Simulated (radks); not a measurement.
Results of a calculation; reference values are marked as such.
Charge is removed step by step from the 4p down level of the palladium ion Pd2+, starting from [Ar] 3d10 4s2 4p(up 3, down 3) 4d8. Code: a radial shooting solver on a logarithmic mesh with Libxc functionals. Model: scalar-relativistic Kohn-Sham, r2SCAN, spin-polarised, spherical densities, finite nucleus; open shells are filled with parallel spins first (spin-orbit coupling, left out, can overturn this in heavy ions); meta-GGA in the generalised Kohn-Sham scheme; Fermi nuclear charge, rms radius 4.5318 fm.

removed (e)  E - E(0) (eV)  eigenvalue (eV)  E minus straight line (eV)
0                    0.000          -76.650                       0.000
0.1                  7.738          -78.170                      -0.704
0.2                 15.628          -79.705                      -1.254
0.3                 23.673          -81.255                      -1.651
0.4                 31.873          -82.818                      -1.892
0.5                 40.230          -84.394                      -1.976
0.6                 48.745          -85.982                      -1.902
0.7                 57.420          -87.583                      -1.668
0.8                 66.255          -89.194                      -1.274
0.9                 75.252          -90.817                      -0.719
1                   84.412          -92.450                       0.000

Removing the whole electron costs 84.412 eV by Delta-SCF, against 76.650 eV from minus the eigenvalue at the starting occupation. Slater's transition state (half an electron removed) gives 84.394 eV. Integrating minus the eigenvalue over the occupation (Janak's theorem) gives 84.446 eV. In this scalar-relativistic scheme the density is built from large components alone, so the theorem holds only approximately. The mean slope of the eigenvalue, de/dn, is 15.8 eV per electron.
